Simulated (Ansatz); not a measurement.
This Ansatz (a program for electronic structure) input (r2SCAN/def2-QZVPPD) gives -99.73293 Eh with 66 basis functions. A basis named .json is the Basis Set Exchange file of that set (core-valence sets with the plain set on hydrogen).

Ansatz 0.2 input:
```yaml
crystal:
  periodic: [false, false, false]
  atoms:
    - {symbol: F, position_ang: [0.00000000, 0.00000000, 0.00000000]}
basis:
  gaussian:
    orbitals: def2-QZVPPD.json
hamiltonian:
  xc: {name: r2SCAN}
magnetization: {spin_polarized: true, initial_magnetization: 1}
scf: {lower_state_search: full}
```

Change:
```diff
- orbitals: def2-QZVPPD.json
+ orbitals: def2-QZVP.json
```

Problem. What does the run give now?

Solution. -99.73276 Eh (r2SCAN/def2-QZVP, 57 functions), a change of +0.17 mEh.
